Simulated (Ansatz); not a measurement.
Consider the silylene formation by 1,1-elimination: `C[SiH2]S[SiH](Cl)Cl` → `CS[SiH](Cl)Cl` + `[SiH2]`.

Computed with Ansatz on PBE0-D4/def2-TZVP structures; ΔE is electronic, products minus reactants. CCSD(T)/CBS is the MP2 limit (def2-TZVPP, def2-QZVPP) plus CCSD(T) − MP2 in def2-TZVPP, frozen cores. This one scheme is used for every species. Functionals use def2-TZVPP. B3LYP here is the variant with VWN-RPA as its local correlation; programs differ in this. One conformer a species, not always the lowest.

`C[SiH2]S[SiH](Cl)Cl`:

Z-matrix (Å, degrees):
```
C
Si 1 1.860
H 1 1.091 2 111.5
H 1 1.094 2 109.1 3 119.4
H 1 1.091 2 110.9 3 -121.0
S 2 2.163 1 113.2 3 67.5
H 2 1.483 1 111.5 3 -55.9
H 2 1.484 1 111.6 3 -178.4
Si 6 2.101 2 102.5 1 -52.9
Cl 9 2.047 6 112.2 2 -40.4
Cl 9 2.047 6 112.4 2 80.3
H 9 1.473 6 108.5 2 -160.7
```

`CS[SiH](Cl)Cl`:

```xyz
9

C    -1.117    0.303    1.013
S     0.693    0.254    1.165
Si    1.216   -0.255   -0.803
Cl    0.401   -2.048   -1.366
Cl    0.549    1.135   -2.151
H    -1.423    1.064    0.298
H    -1.505   -0.672    0.721
H    -1.497    0.561    2.000
H     2.685   -0.343   -0.879
```

`[SiH2]`:

Z-matrix (Å, degrees):
```
Si
H 1 1.525
H 1 1.525 2 91.2
```

Problem. Is it downhill or uphill in electronic energy at CCSD(T)/CBS, and by how much? (Best estimate.)

Solution. The calculation gave: Uphill: ΔE = +3.70 eV.

Problem. What do these levels give: PBE0-D4, B3LYP-D4, ωB97X-V, B2PLYP, HF/def2-TZVPP, HF/def2-QZVPP? (Estimate.)

Solution. Computed: PBE0-D4 3.83, B3LYP-D4 3.63, ωB97X-V 3.77, B2PLYP 3.59, HF/def2-TZVPP 3.39, HF/def2-QZVPP 3.40 eV.

Largest T1 diagnostic among the species: 0.014.

The D4 term adds +0.22 eV with B3LYP and +0.12 eV with PBE0; it sums over pairs of atoms, weighted by their polarisabilities, and B3LYP, whose exchange is more repulsive, gets the larger term. From PBE to PBE0 (25 % exact exchange), in def2-TZVPP and without D4, ΔE moves by +0.13 eV. In def2-TZVPP, CCSD(T) changes the Hartree–Fock value by +0.21 eV (the triples alone add +0.06 eV) and MP2 by +0.49 eV.
